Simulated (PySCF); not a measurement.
# Polarisability as a sum over states

Species: 4-(aminomethyl)pyridine, C6H8N2.
InChI=1S/C6H8N2/c7-5-6-1-3-8-4-2-6/h1-4H,5,7H2

The calculation used TDDFT wB97X-D/def2-SVPD, vertical, gas phase, core orbitals frozen in the response (PySCF). The structure is a single GFN2-xTB conformer in the gas phase; no vibrational or solvent corrections. Torsions of this conformer, `[NH2:1][CH2:2][c:3]1[cH:4][cH:5][n:6][cH:7][cH:8]1`: N1–C2–C3–C4 -87°, H–N1–C2–C3 -60°, H–N1–C2–C3 59°.

Computed singlets:

| state | E (eV) | f |
| --- | --- | --- |
| S1 | 5.06 | 0.0080 |
| S2 | 5.29 | 0.0000 |
| S3 | 5.64 | 0.022 |
| S4 | 5.98 | 0.080 |
| S5 | 6.53 | 0.058 |
| S6 | 6.63 | 0.072 |
| S7 | 6.87 | 0.0006 |
| S8 | 7.41 | 0.605 |

**Question.** Build the mean polarisability up from these states and compare it with the full response value.

**Answer.** Each state adds f / ΔE² (ΔE in hartree, 27.2114 eV).

```csv
state,f/ΔE² (au),running sum (au),running share of α (%)
S1,0.23,0.23,0.3
S2,0.00,0.23,0.3
S3,0.52,0.75,0.9
S4,1.65,2.41,2.9
S5,1.01,3.41,4.1
S6,1.22,4.64,5.6
S7,0.01,4.64,5.6
S8,8.15,12.80,15.5
```

The full response gives 82.64 au (12.25 Å³), so 69.8 au comes from the higher roots of the same equations.

**Question.** By how much does the contribution of these states grow at 1064 nm?

**Answer.** With ω = 0.0428 hartree each state's term in the mean polarisability goes from f / ΔE² to f / (ΔE² − ω²); the sum over all 8 states goes from 12.80 to 13.18 au, a rise of 0.38 au.

The largest single term belongs to S8, which also has the largest f.

A one-level model with all 42 active electrons at a single energy would need ΔE = √(N/α) = 19.4 eV to give this α, against S1 at 5.06 eV.
